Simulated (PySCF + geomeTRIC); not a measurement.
The multiplicity is imposed and other spin states were not computed.

The numbers are results of TPSS-D3(BJ)/def2-SVP (PySCF + geomeTRIC), not measurements. fastk is a local helper that only speeds up exchange builds. No frequencies were computed at this level.

```python
import json, numpy as np
from pyscf import gto, dft
from fastk import lowrank_exchange
atoms = """
Cd     0.157451    -0.397613     0.630463
O      0.466927     1.504650     0.609244
H      0.786000     1.909697     1.419624
Cl    -0.636319    -1.480658    -1.164572
"""
def scf(charge, spin, dm0=None):
    mol = gto.M(atom=atoms, basis='def2-svp', ecp={'Cd': 'def2-svp'}, charge=charge, spin=spin, verbose=3, max_memory=3780)
    mf = dft.KS(mol, xc='tpss').density_fit(auxbasis="def2-universal-jkfit")
    mf.disp = 'd3bj'
    mf.grids.level = 3
    mf.conv_tol = 1e-8
    mf.max_cycle = 120
    mf.level_shift = 0.25
    mf.kernel(dm0)
    if not mf.converged:
        mf = mf.newton().run(mf.mo_coeff, mf.mo_occ).undo_soscf()
    return mf
mf = scf(0, 0)
from pyscf.geomopt.geometric_solver import kernel as optimize
path = []
done, mol = optimize(mf, maxsteps=120, assert_convergence=False, callback=lambda env: path.append((env["energy"], bool(env["g_scanner"].converged))))
res = dict(converged=bool(done and path[-1][1]), energy=path[-1][0], path=[e for e, c in path], xyz=mol.atom_coords(unit="Angstrom").tolist(), nao=mol.nao)
json.dump(res, open("result.json", "w"))
```

Output:

```
converged SCF energy = -703.525474766082
Geometry optimization cycle 1
converged SCF energy = -703.525474767198
cycle 1: E = -703.525474767  dE = -703.525  norm(grad) = 0.0417896
Geometry optimization cycle 2
converged SCF energy = -703.535528820068
cycle 2: E = -703.53552882  dE = -0.0100541  norm(grad) = 0.020032
Geometry optimization cycle 3
converged SCF energy = -703.54405728233
cycle 3: E = -703.544057282  dE = -0.00852846  norm(grad) = 0.0199413
Geometry optimization cycle 4
converged SCF energy = -703.551664598223
cycle 4: E = -703.551664598  dE = -0.00760732  norm(grad) = 0.0147838
Geometry optimization cycle 5
converged SCF energy = -703.553385778997
cycle 5: E = -703.553385779  dE = -0.00172118  norm(grad) = 0.0074044
Geometry optimization cycle 6
converged SCF energy = -703.553601149032
cycle 6: E = -703.553601149  dE = -0.00021537  norm(grad) = 0.00345547
Geometry optimization cycle 7
converged SCF energy = -703.553671704785
cycle 7: E = -703.553671705  dE = -7.05558e-05  norm(grad) = 0.000360015
Geometry optimization cycle 8
converged SCF energy = -703.553671874101
cycle 8: E = -703.553671874  dE = -1.69316e-07  norm(grad) = 0.000125839
<class 'geometric.internal.Distance'> : 3
<class 'geometric.internal.Angle'> : 2
<class 'geometric.internal.Dihedral'> : 1
<class 'geometric.internal.TranslationX'> : 1
<class 'geometric.internal.TranslationY'> : 1
<class 'geometric.internal.TranslationZ'> : 1
<class 'geometric.internal.RotationA'> : 1
<class 'geometric.internal.RotationB'> : 1
<class 'geometric.internal.RotationC'> : 1
Step    0 : Gradient = 2.089e-02/3.059e-02 (rms/max) Energy = -703.5254747672
Step    1 : Displace = 1.039e-01/1.444e-01 (rms/max) Trust = 1.000e-01 (=) Grad = 1.002e-02/1.283e-02 (rms/max) E (change) = -703.5355288201 (-1.005e-02) Quality = 1.097
Step    2 : Displace = 1.439e-01/1.865e-01 (rms/max) Trust = 1.414e-01 (+) Grad = 9.971e-03/1.533e-02 (rms/max) E (change) = -703.5440572823 (-8.528e-03) Quality = 1.228
Step    3 : Displace = 2.024e-01/3.096e-01 (rms/max) Trust = 2.000e-01 (+) Grad = 7.392e-03/1.015e-02 (rms/max) E (change) = -703.5516645982 (-7.607e-03) Quality = 1.053
Step    4 : Displace = 1.298e-01/1.914e-01 (rms/max) Trust = 2.828e-01 (+) Grad = 3.702e-03/5.853e-03 (rms/max) E (change) = -703.5533857790 (-1.721e-03) Quality = 1.050
Step    5 : Displace = 1.273e-02/1.818e-02 (rms/max) Trust = 3.000e-01 (+) Grad = 1.728e-03/2.769e-03 (rms/max) E (change) = -703.5536011490 (-2.154e-04) Quality = 1.512
Step    6 : Displace = 1.204e-02/1.417e-02 (rms/max) Trust = 3.000e-01 (=) Grad = 1.800e-04/2.356e-04 (rms/max) E (change) = -703.5536717048 (-7.056e-05) Quality = 1.040
Step    7 : Displace = 4.860e-04/7.113e-04 (rms/max) Trust = 3.000e-01 (=) Grad = 6.292e-05/8.595e-05 (rms/max) E (change) = -703.5536718741 (-1.693e-07) Quality = 0.429
Converged! =D
```

Cost: roughly 80 core-seconds.
